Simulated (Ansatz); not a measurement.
Job for Ansatz (a program for electronic structure): R-wB97M-V/def2-TZVPPD on C2H6FN (a complex), monomers drawn apart or pushed together. Files ending in .json are basis or fitting sets from the Basis Set Exchange.

Ansatz 0.2 input:
```yaml
crystal:
  periodic: [false, false, false]
  atoms:
    - {symbol: N, position_ang: [-0.02761160, -0.09532381, 0.64327986]}
    - {symbol: H, position_ang: [0.65504430, 0.24667522, 1.31115156]}
    - {symbol: H, position_ang: [0.41783056, -0.82509455, 0.09884847]}
    - {symbol: H, position_ang: [-0.24275256, 0.66623092, 0.00995532]}
    - {symbol: C, position_ang: [-1.01651312, -0.37502256, 3.67191536]}
    - {symbol: C, position_ang: [0.08523776, 0.14180307, 4.17361295]}
    - {symbol: F, position_ang: [1.10782592, 0.55839668, 3.38399667]}
    - {symbol: H, position_ang: [-1.15252664, -0.48952027, 2.60340392]}
    - {symbol: H, position_ang: [-1.79717943, -0.68929314, 4.34957043]}
    - {symbol: H, position_ang: [0.31294408, 0.29597890, 5.21982703]}
basis:
  gaussian:
    orbitals: def2-TZVPPD.json
hamiltonian:
  xc: {name: wB97M-V}
scf: {lower_state_search: off}
```

Output:

```
WARN ansatz: RAYON_NUM_THREADS=2 ignored (pool sized by the plan → 2); use --threads N
Functional definition: wB97M-V
these checks for a lower state are left out or cut short: stability, starts, cluster_reference, orbital_swaps, neighbouring_geometries, increment
integrals: 0.18 GiB planned
1078 factors; their error is unknown
integrals: 0.22 GiB planned
341 factors; integrals over basis functions are off by at most 2.2e-5 eV
mean field: 1.77 GiB planned
mean field evaluation 1: about -6372.2772 eV, gradient 5.6e1 eV
mean field evaluation 2: about -6373.7695 eV, gradient 4.8e1 eV
mean field evaluation 4: about -6378.1743 eV, gradient 1.4e0 eV
mean field evaluation 8: about -6378.1891 eV, gradient 5.7e-2 eV
mean field evaluation 16: about -6378.1783 eV, gradient 4.1e-5 eV
mean field -6378.17826297 eV, -234.3937278796 hartree, gradient 5.8e-6 eV, S^2 0.000000; 0 other end points of the search recorded, 0 dependent functions left out
reference -6378.17832256 eV, -234.3937300697 hartree; 17, 17 occupied and 236, 236 virtual orbitals, 1078 factors
Total energy: -6378.17832256 eV, -234.3937300697 hartree
Checks for a lower state left out: stability, starts, cluster_reference, orbital_swaps, neighbouring_geometries, increment
```

The calculation finished and met its thresholds.

Cost: about 5 core-seconds (a rough figure).
